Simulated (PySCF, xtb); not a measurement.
CH6N2Si2, SMILES C1=N[SiH2][Si@H]1N. One conformer was computed; it need not be the lowest.

Harmonic wavenumbers (cm⁻¹) from xtb with GFN2-xTB at its own minimum, in rising order: 117, 136, 222, 267, 360, 386, 461, 485, 511, 530, 600, 646, 704, 732, 797, 801, 820, 898, 1229, 1521, 1600, 2186, 2202, 2226, 2955, 3466, 3503.

What does B3LYP-D3(BJ)/def2-SVP in PySCF give at its own minimum? (The exact figures need the calculation; the answer reports its results.)

106, 136, 216, 294, 323, 395, 439, 505, 626, 660, 690, 706, 730, 799, 869, 896, 923, 964, 1286, 1532, 1593, 2191, 2203, 2209, 2994, 3585, 3684. Paired by order, the mean absolute difference is 52 cm⁻¹ and the zero-point energies are 43.4 and 45.1 kcal/mol.
